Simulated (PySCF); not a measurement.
A structure optimised at ωB97X-D3(BJ)/def2-SVP, used in a PySCF frequency run:

```
B
O 1 1.3521
H 2 0.9686 1 114.17
C 1 1.5743 2 119.70 3 178.45
H 4 1.0998 1 112.20 2 11.44
H 4 1.1026 5 109.12 1 -124.66
H 4 1.1049 5 107.93 6 -115.00
C 1 1.6137 2 120.25 3 -0.65
H 8 1.1025 1 109.72 2 123.92
H 8 1.1028 9 106.45 1 -118.19
C 8 1.4600 9 109.97 10 -118.84
N 11 1.1579 8 173.67 9 -123.23
```
Charge 0, spin multiplicity 1.

Problem. Write its SMILES and formula.

Solution. CB(O)CC#N, C3H6BNO

Problem. What are its rotational constants (standard atomic weights)?

Solution. 8.1925, 2.1432, 1.7359 GHz
